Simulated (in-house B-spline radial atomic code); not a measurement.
Ba²⁺. Computed with a B-spline radial atomic code. Model: non-relativistic spherical atom: semilocal Troullier-Martins pseudo-atom, one channel per l, against all electrons, high spin, G0W0 and RPA with empty states to l = 8, local potential for every l without a channel, a model core (radius 0 = none) keeps its share of the functional.

Without relativity these are model numbers for so heavy an element.

What the tables leave out is listed at the end.

The pseudopotential gives back the lowest level of each angular momentum of its own functional in the configuration it was made in; a second state of the same l is only approximately right. Exact exchange, RPA and GW see the smooth pseudo-orbitals and miss the exchange with the core, for which the functional's share stands in. The column with an uncorrelated core keeps all orbitals and exact exchange, and so separates missing core correlation from pseudisation. Only the three outermost levels and the lowest empty one were computed. RPA here is direct RPA, with no exchange kernel, and its energies carry an (l + 1/2)⁻⁴ tail. A hybrid on a potential with a model core restores only its own semilocal share of the core's exchange.

Command:
```bash
python run_psgw.py task.json out
```
Settings (lengths in bohr, energies in hartree):
```
Z                      56
electrons              54
configuration          [Kr] 4d10 5s2 5p6
generated_in           [Xe] 6s2
functional             pbe,pbe
core_shells            9
radius_factor          0.9
core_correction        True
```

Time taken, with all properties: 29 s on 1 thread of Arm Neoverse N1, on a shared host.

Given: made with PBE; model core radius 1.221 bohr; local radius 1.503 bohr; mean-field start PBE.

Valence shells of the generating configuration: 5s, 5p, 6s.

Channel: s 1.39, p 1.51, d 2.142 (radii in bohr).

Computed: largest level miss in the spin-unpolarised generating configuration 0.057 eV; valence RPA correlation energy all-electron orbitals -0.36626 hartree; valence RPA correlation energy pseudo -0.39999 hartree; pseudo-atom RPA polarisability 9.9319 bohr³.

```tsv
level	occupied	mean-field all-electron (eV)	mean-field pseudo minus all (eV)	G0W0 all-electron (eV)	G0W0 uncorrelated core minus all (eV)	G0W0 pseudo minus all (eV)	exchange self-energy all-electron (eV)	exchange self-energy pseudo (eV)
5p	1	-30.771	-0.142	-36.275	0.383	-0.018	-23.187	-18.835
5d (empty)	0	-13.41	-0.101	-10.057	0.145	-0.18	-6.0429	-4.336
```

Problem. What is the all-electron RPA polarisability, core included?

Solution. 9.9335 bohr³.

Given: mean-field start PBE0.

Computed: valence RPA correlation energy pseudo -0.37111 hartree; all-electron RPA polarisability, core included 9.1244 bohr³; pseudo-atom RPA polarisability 9.2806 bohr³.

```
     level  occupied  mean-field all-electron (eV)  mean-field pseudo minus all (eV)  G0W0 all-electron (eV)  G0W0 uncorrelated core minus all (eV)  G0W0 pseudo minus all (eV)  exchange self-energy all-electron (eV)  exchange self-energy pseudo (eV)
        5p         1                       -32.378                             -0.02                 -36.441                                  0.375                       0.101                                 -23.133                           -18.745
5d (empty)         0                       -12.363                            -0.229                  -9.977                                  0.134                       -0.29                                 -5.7176                           -4.2208
```

Problem. What is the valence RPA correlation energy all-electron orbitals?

Solution. -0.33877 hartree.

Among the listed levels the largest G0W0 shift of the pseudo-atom is -0.29 eV, for 5d (empty) on the PBE0 start, while leaving the core uncorrelated moves that level by +0.13 eV. So pseudisation and the lost core exchange, not the missing core correlation, make the error. Not in the tables (levels of low weight, unsolved or above zero; the highest and the empty levels are kept at any weight): on PBE the G0W0 levels 5s (pseudo minus all +0.30 eV, weights 0.57 and 0.56); on PBE0 the G0W0 levels 5s (pseudo minus all +0.64 eV, weights 0.71 and 0.72); no Hartree-Fock pseudo-atom is run with a model core.
